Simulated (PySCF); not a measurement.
Compound: CH6BrGeP.
Cartesian coordinates in Å at the PBE0-D3(BJ)/def2-SVP level; atoms count from 1:
```
atom  x, y, z in Å
C1    -1.582   -0.133   -0.158
Ge2    0.258    0.483   -0.256
P3     1.625   -0.788    1.123
Br4    0.298    2.641    0.603
H5    -1.903   -0.156    0.892
H6    -1.665   -1.145   -0.582
H7    -2.236    0.549   -0.719
H8     0.771    0.605   -1.704
H9     1.674   -1.865    0.181
H10    2.822   -0.191    0.624
```

Linear response at CAM-B3LYP/def2-SVPD (PySCF, frozen core in the response, non-relativistic). The CAM-B3LYP/def2-SVPD calculation is non-relativistic and has no spin–orbit coupling, an omission that weighs most on bromine and germanium.

Static isotropic polarisability: 94.07 au (13.94 Å³), principal values 79.7, 94.3, 108.2 au.

(1) What is the polarisability at 1064 nm and at the sodium D line?

(2) What is the isotropic C6 coefficient between two such molecules, C6 = (3/π)∫α(iω)² dω?

(3) Which effective excitation energy ω̄ makes London's formula C6 = (3/4)α²ω̄ exact here?

(4) What n − 1 at the D line would an ideal gas of it have at 273.15 K and 1 atm (2.6868 × 10¹⁹ cm⁻³), by n − 1 = 2π·N·α′?

(5) What three-body coefficient follows from the one-pole estimate C9 = (3/4)·α·C6?

(6) How many electrons N does the Slater–Kirkwood formula C6 = (3/4)·√N·α^(3/2) need to give this C6?

(7) How anisotropic is the static polarisability, by Δα² = ½[(α1 − α2)² + (α2 − α3)² + (α3 − α1)²]?

(8) The lowest 6 singlets have (eV, f): 5.99, 0.046; 6.26, 0.013; 6.52, 0.014; 6.71, 0.045; 6.88, 0.116; 7.13, 0.085. What share of the static polarisability do they carry in the sum over states α = Σ f/ω²?

(9) What molar refraction at the D line follows from R = (4π/3)·N_A·α′, with α′ the polarisability volume?

## Answers

(1) 95.16 au at 1064 nm (+1.2 %), 97.75 au at 589.3 nm (+3.9 %). The rise at 589.3 nm is 3.39 times that at 1064 nm; a pure ω² law gives 3.26. The lowest singlet lies at 207 nm, shorter than both wavelengths.

(2) 2965 au (Eh·bohr⁶) by a ten-point quadrature over imaginary frequencies, which is 1770 eV·Å⁶ or 171 J·nm⁶/mol.

(3) ω̄ = 4·C6/(3α²) = 0.447 Eh = 12.2 eV. A one-pole form α(ω) = α/(1 − ω²/ω̄²) fitted to the 1064 nm value gives 10.9 eV.

(4) 24.45 × 10⁻⁴, a formal value whether or not that pressure can be reached.

(5) 209000 au. This is an estimate from the two numbers above, not a computed integral.

(6) N = (4·C6/3)²/α³ = 18.8; the species has 94 electrons in all.

(7) Δα = 24.6 au, or 0.26 of the isotropic value.

(8) 5.25 au, 5.6 % of α; the largest term, 1.82 au, is that of the state at 6.88 eV. Their oscillator strengths add up to 0.32. Higher states carry the rest.

(9) α′ = 14.49 Å³ gives R = 36.54 cm³/mol, for isolated, non-vibrating species.

One conformer stands for the species.
